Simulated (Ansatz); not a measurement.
Consider the cleavage of the Si–Sb bond: `CC[SiH2][SbH2]` + H₂Te → `CC[SiH2][TeH]` + stibine.

Isolated molecules relaxed with PBE0-D4/def2-TZVP in Ansatz; ΔE leaves out vibrations. CCSD(T)/CBS adds triple-zeta CCSD(T) − MP2 to the extrapolated MP2 energy (def2 sets, frozen cores). DFT in def2-TZVPP. def2 core potentials past Kr. For Sb, Te outer-core shells are correlated without core-valence functions, which leaves a few kJ/mol of doubt a bond. One conformer a species, not always the lowest.

```json
{"level": "r2SCAN-D4", "ΔE (kJ/mol)": "-30.2"}
{"level": "ωB97M-V", "ΔE (kJ/mol)": "-31.0"}
{"level": "B2PLYP", "ΔE (kJ/mol)": "-30.6"}
{"level": "r2SCAN", "ΔE (kJ/mol)": "-30.5"}
```

(1) What does CCSD(T)/CBS give? (An estimate is asked.)

Largest T1 diagnostic among the species: 0.014.

Answers

(1) Computed: -29.4 kJ/mol. The listed levels differ from it by -0.8, -1.6, -1.2, -1.1 kJ/mol.
